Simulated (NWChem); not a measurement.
System: C3H4FNSi; SMILES F[Si@H]1C=CC=N1

Excerpt of the output:

```
             Northwest Computational Chemistry Package (NWChem) 7.3.0
             --------------------------------------------------------

                             Geometry "geometry" -> ""
                             -------------------------

 Output coordinates in angstroms (scale by  1.889725989 to convert to a.u.)

  No.       Tag          Charge          X              Y              Z
 ---- ---------------- ---------- -------------- -------------- --------------
    1 F                    9.0000     0.05993300    -2.02681100    -0.58193500
    2 Si                  14.0000     0.01672000    -0.74353700     0.40583200
    3 C                    6.0000     1.33701900     0.53773300     0.04879400
    4 C                    6.0000     0.63416300     1.64928700    -0.23525100
    5 C                    6.0000    -0.85761500     1.45533000    -0.21644600
    6 N                    7.0000    -1.35848900     0.31102300     0.04795200
    7 H                    1.0000    -0.02465500    -1.25839900     1.79712600
    8 H                    1.0000     2.42775100     0.51344000     0.08013000
    9 H                    1.0000     1.06518900     2.62940300    -0.46792200
   10 H                    1.0000    -1.50676100     2.32178800    -0.43650600

 Effective nuclear repulsion energy (a.u.)     278.9809935361

                                 NWChem DFT Module
                                 -----------------

 Summary of "ao basis" -> "ao basis" (spherical)
 ------------------------------------------------------------------------------
       Tag                 Description            Shells   Functions and Types
 ---------------- ------------------------------  ------  ---------------------
 F                           6-31g*                  6       14   3s2p1d
 Si                          6-31g*                  8       18   4s3p1d
 C                           6-31g*                  6       14   3s2p1d
 N                           6-31g*                  6       14   3s2p1d
 H                           6-31g*                  2        2   2s

 in cosmo_initialize ...
 calling solv_data for solv:h2o

 solvent parameters
 solvname_short: h2o
 solvname_long:  water
 dielec:       78.4000
 dielecinf:     1.7769
 aqueous SMD model solvent descriptors
 dielec:       78.4000
 sola:          0.8200

          ---------------
          -cosmo- solvent
          ---------------
 Cosmo: York-Karplus, doi: 10.1021/jp992097l
 dielectric constant -eps-     =  78.40
 screen = (eps-1)/(eps    )    =   0.98724
 surface charge correction     = lagrangian

   van der Waals surface
 --------------------------

 ---------- ATOMIC COORDINATES (A.U.) ------------ VDWR(ANG.) --
     1    0.11325695   -3.83011742   -1.09969769     1.730
     2    0.03159622   -1.40508119    0.76691128     2.470
     3    2.52659955    1.01616803    0.09220729     1.850
     4    1.19839430    3.11670051   -0.44455993     1.850
     5   -1.62065735    2.75017492   -0.40902363     1.850
     6   -2.56717197    0.58774825    0.09061614     1.890
     7   -0.04659119   -2.37802929    3.39607571     1.200
     8    4.58778416    0.97026091    0.15142374     1.200
     9    2.01291534    4.96885118   -0.88424436     1.200
    10   -2.84736542    4.38754312   -0.82487673     1.200
 number of segments per atom =        128
 number of   points per atom =        128
 atom (   nspa,  nppa )
 ----------------------
    1 (     66,     0 )       0
    2 (     69,     0 )       0
    3 (     37,     0 )       0
    4 (     46,     0 )       0
    5 (     45,     0 )       0
    6 (     50,     0 )       0
    7 (     31,     0 )       0
    8 (     54,     0 )       0
    9 (     56,     0 )       0
   10 (     56,     0 )       0
 number of -cosmo- surface points =      510
 molecular surface =    123.116 angstrom**2
 molecular volume  =    109.743 angstrom**3
 -lineq- algorithm             =   0
 -bem- low  level              =   3
 -bem- from -octahedral-
 gaussian surface charge width =   4.50000
 degree of switching           =   1.00000
 switching function tolerance  =   0.00010
 atomic radii =
 --------------
    1  9.000  1.730
    2 14.000  2.470
    3  6.000  1.850
    4  6.000  1.850
    5  6.000  1.850
    6  7.000  1.890
    7  1.000  1.200
    8  1.000  1.200
    9  1.000  1.200
   10  1.000  1.200
 ...... end of -cosmo- initialization ......

 nat:                    10
 ixmem:                  5529
 calling mnsol_interface()
 G(SMD-CDS) energy (kcal/mol)  =     3.131
 SMD-CDS SASA (angstrom**2)    =   145.528

            General Information
            -------------------
          SCF calculation type: DFT
          Wavefunction type:  closed shell.
          No. of atoms     :    10
          No. of electrons :    52
           Alpha electrons :    26
            Beta electrons :    26
          Charge           :     0
          Spin multiplicity:     1
          Use of symmetry is: off; symmetry adaption is: off
          Maximum number of iterations: 150
          AO basis - number of functions:    96
                     number of shells:    46
          Convergence on energy requested:  1.00D-06
          Convergence on density requested:  1.00D-05
          Convergence on gradient requested:  5.00D-04

              XC Information
              --------------
                       M06-2X Method XC Functional
                     Hartree-Fock (Exact) Exchange  0.540
                        M06-2X Exchange Functional  1.000
                      M06-2X Correlation Potential  1.000

             Grid Information
             ----------------
          Grid used for XC integration:  medium
          Radial quadrature: Mura-Knowles
          Angular quadrature: Lebedev.
          Tag              B.-S. Rad. Rad. Pts. Rad. Cut. Ang. Pts.
          ---              ---------- --------- --------- ---------
          F                   0.50       49          11.0       434
          Si                  1.10       88          10.0       590
          C                   0.70       49          10.0       434
          N                   0.65       49          10.0       434
          H                   0.35       45          11.0       434
          Grid pruning is: on
          Number of quadrature shells:   513
          Spatial weights used:  Erf1

      Superposition of Atomic Density Guess
      -------------------------------------

 Sum of atomic energies:        -557.45707039

      Non-variational initial energy
      ------------------------------

 Total energy =    -560.339727
 1-e energy   =   -1321.903893
 2-e energy   =     482.583173
 HOMO         =      -0.308353
 LUMO         =      -0.082487

   convergence    iter        energy       DeltaE   RMS-Dens  Diis-err
 ---------------- ----- ----------------- --------- --------- ---------
     COSMO gas phase
 d= 0,ls=0.0,diis     1   -560.5840827394 -8.40D+02  1.37D-02  8.53D-01
 d= 0,ls=0.0,diis     2   -560.5577679524  2.63D-02  7.71D-03  1.36D+00
 d= 0,ls=0.0,diis     3   -560.6928703971 -1.35D-01  1.38D-03  2.19D-02
 d= 0,ls=0.0,diis     4   -560.6948026776 -1.93D-03  6.60D-04  1.00D-02
 d= 0,ls=0.0,diis     5   -560.6957838279 -9.81D-04  1.56D-04  1.55D-04
  Resetting Diis
 d= 0,ls=0.0,diis     6   -560.6958058228 -2.20D-05  5.10D-05  1.98D-05
 d= 0,ls=0.0,diis     7   -560.6958088031 -2.98D-06  3.83D-05  4.86D-06
 d= 0,ls=0.0,diis     8   -560.6958086351  1.68D-07  1.84D-05  6.95D-06
 d= 0,ls=0.0,diis     9   -560.6958095511 -9.16D-07  4.30D-06  1.94D-07

   convergence    iter        energy       DeltaE   RMS-Dens  Diis-err
 ---------------- ----- ----------------- --------- --------- ---------
     COSMO solvation phase
 d= 0,ls=0.0,diis     1   -560.6988265362 -3.02D-03  2.07D-03  4.55D-03
 d= 0,ls=0.0,diis     2   -560.7000768721 -1.25D-03  4.28D-04  3.22D-03
 d= 0,ls=0.0,diis     3   -560.7003808239 -3.04D-04  2.89D-04  4.13D-04
 d= 0,ls=0.0,diis     4   -560.7004462821 -6.55D-05  6.04D-05  2.41D-05
 d= 0,ls=0.0,diis     5   -560.7004493341 -3.05D-06  2.10D-05  4.41D-06
 d= 0,ls=0.0,diis     6   -560.7004497980 -4.64D-07  6.26D-06  3.15D-07

         Total DFT energy =     -560.700449798039
      One electron energy =    -1326.027489805660
           Coulomb energy =      542.179277883294
    Exchange-Corr. energy =      -56.015053602664
 Nuclear repulsion energy =      278.980993536108

             COSMO energy =        0.181822190883

 Numeric. integr. density =       52.000007735945

                                COSMO-SMD solvation results
                                ---------------------------

             internal energy in gas <Psi(g)|H|Psi(g)> =      -560.695809551129
         internal energy in solvent <Psi(s)|H|Psi(s)> =      -560.693735960654
                               delta internal energy  =         0.002073590475 (    1.30 kcal/mol)
   total free energy in solvent <Psi(s)|H+V/2|Psi(s)> =      -560.705439017668
 polarization energy contribution <Psi(s)|V/2|Psi(s)> =        -0.011703057014 (   -7.34 kcal/mol)
    total free energy in solvent including G(SMD-CDS) =      -560.700449798039
                       G(SMD-CDS) energy contribution =         0.004989219629 (    3.13 kcal/mol)
     1 M fixed-concentration free energy of solvation =        -0.004640246910 (   -2.91 kcal/mol)

                       DFT Final Molecular Orbital Analysis
                       ------------------------------------

 Vector   24  Occ=2.000000D+00  E=-3.782310D-01
              MO Center=  6.5D-01,  1.1D-01,  3.4D-01, r^2= 3.3D+00
   Bfn.  Coefficient  Atom+Function         Bfn.  Coefficient  Atom+Function
  ----- ------------  ---------------      ----- ------------  ---------------
    36      0.286096   3 C  py               90      0.245057   7 H  s
    22     -0.212688   2 Si py               35      0.200897   3 C  px
    21     -0.199127   2 Si px               50     -0.196660   4 C  py
    23      0.188675   2 Si pz               89      0.176717   7 H  s
    40      0.163844   3 C  py               94     -0.146720   9 H  s

 Vector   25  Occ=2.000000D+00  E=-3.319809D-01
              MO Center= -4.3D-01,  7.2D-01, -3.7D-02, r^2= 2.8D+00
   Bfn.  Coefficient  Atom+Function         Bfn.  Coefficient  Atom+Function
  ----- ------------  ---------------      ----- ------------  ---------------
    77      0.352550   6 N  px               81      0.264970   6 N  px
    37     -0.249245   3 C  pz               51     -0.210461   4 C  pz
    79      0.205535   6 N  pz               41     -0.188645   3 C  pz
    49      0.169000   4 C  px               83      0.162060   6 N  pz
    52     -0.158977   4 C  s                55     -0.153858   4 C  pz

 Vector   26  Occ=2.000000D+00  E=-3.273600D-01
              MO Center= -2.7D-01,  7.4D-01, -3.2D-02, r^2= 2.9D+00
   Bfn.  Coefficient  Atom+Function         Bfn.  Coefficient  Atom+Function
  ----- ------------  ---------------      ----- ------------  ---------------
    77      0.330086   6 N  px               81      0.247568   6 N  px
    51      0.236029   4 C  pz               37      0.230232   3 C  pz
    79     -0.199494   6 N  pz               41      0.175825   3 C  pz
    55      0.173822   4 C  pz               83     -0.168664   6 N  pz
    36      0.155929   3 C  py               52     -0.155246   4 C  s

 Vector   27  Occ=0.000000D+00  E=-3.894209D-02
              MO Center=  1.4D-02,  6.8D-01, -8.4D-03, r^2= 3.3D+00
   Bfn.  Coefficient  Atom+Function         Bfn.  Coefficient  Atom+Function
  ----- ------------  ---------------      ----- ------------  ---------------
    41      0.332866   3 C  pz               69     -0.332261   5 C  pz
    65     -0.293892   5 C  pz               55     -0.284876   4 C  pz
    83      0.276627   6 N  pz               37      0.269485   3 C  pz
    79      0.241380   6 N  pz               27      0.237611   2 Si pz
    51     -0.228975   4 C  pz               90     -0.212618   7 H  s

 Vector   28  Occ=0.000000D+00  E= 8.793522D-02
              MO Center=  3.8D-01, -4.8D-01,  4.6D-01, r^2= 4.8D+00
   Bfn.  Coefficient  Atom+Function         Bfn.  Coefficient  Atom+Function
  ----- ------------  ---------------      ----- ------------  ---------------
    25      0.988450   2 Si px               80      0.447939   6 N  s
    26     -0.444390   2 Si py               38     -0.366680   3 C  s
    55     -0.336240   4 C  pz               66      0.310186   5 C  s
    82     -0.289539   6 N  py               69      0.284141   5 C  pz
    94     -0.239653   9 H  s                41      0.230621   3 C  pz

 Vector   29  Occ=0.000000D+00  E= 9.612506D-02
              MO Center= -2.8D-01, -4.9D-01,  4.3D-01, r^2= 5.0D+00
   Bfn.  Coefficient  Atom+Function         Bfn.  Coefficient  Atom+Function
  ----- ------------  ---------------      ----- ------------  ---------------
    26      1.104964   2 Si py                6      0.436141   1 F  s
    66     -0.381541   5 C  s                83     -0.382539   6 N  pz
    69      0.334833   5 C  pz               52     -0.313344   4 C  s
    38     -0.286829   3 C  s                90      0.264887   7 H  s
    55     -0.256408   4 C  pz               79     -0.232141   6 N  pz

     Multipole analysis of the density
     ---------------------------------

     L   x y z        total         alpha         beta         nuclear
     -   - - -        -----         -----         ----         -------
     0   0 0 0     -0.000000    -26.000000    -26.000000     52.000000

     1   1 0 0      1.051891      0.613837      0.613837     -0.175782
     1   0 1 0      1.204459      0.992764      0.992764     -0.781069
     1   0 0 1      0.250185      0.753137      0.753137     -1.256088

     2   2 0 0    -31.166431    -86.658007    -86.658007    142.149583
     2   1 1 0     -0.283110      0.830509      0.830509     -1.944127
     2   1 0 1      0.463768     -0.205017     -0.205017      0.873803
     2   0 2 0    -27.629398   -175.055505   -175.055505    322.481611
     2   0 1 1     -2.531127      2.358365      2.358365     -7.247858
     2   0 0 2    -30.821241    -32.628031    -32.628031     34.434820
```

Level: M06-2X/6-31G* (spherical d), SMD on the gas-phase geometry. Structure relaxed at the PBE0/def2-SVP level. Solvent: water.

### Question
Reconstruct the input file.

### Answer
One answer among several that fit: the input that was run:
```
start job
memory heap 200 mb stack 900 mb global 1100 mb
geometry units angstroms noautosym nocenter noautoz
  F      0.059933    -2.026811    -0.581935
  Si     0.016720    -0.743537     0.405832
  C      1.337019     0.537733     0.048794
  C      0.634163     1.649287    -0.235251
  C     -0.857615     1.455330    -0.216446
  N     -1.358489     0.311023     0.047952
  H     -0.024655    -1.258399     1.797126
  H      2.427751     0.513440     0.080130
  H      1.065189     2.629403    -0.467922
  H     -1.506761     2.321788    -0.436506
end
basis spherical
  * library 6-31g*
end
dft
  xc m06-2x
  iterations 150
end
cosmo
  do_cosmo_smd true
  solvent water
end
task dft energy
```
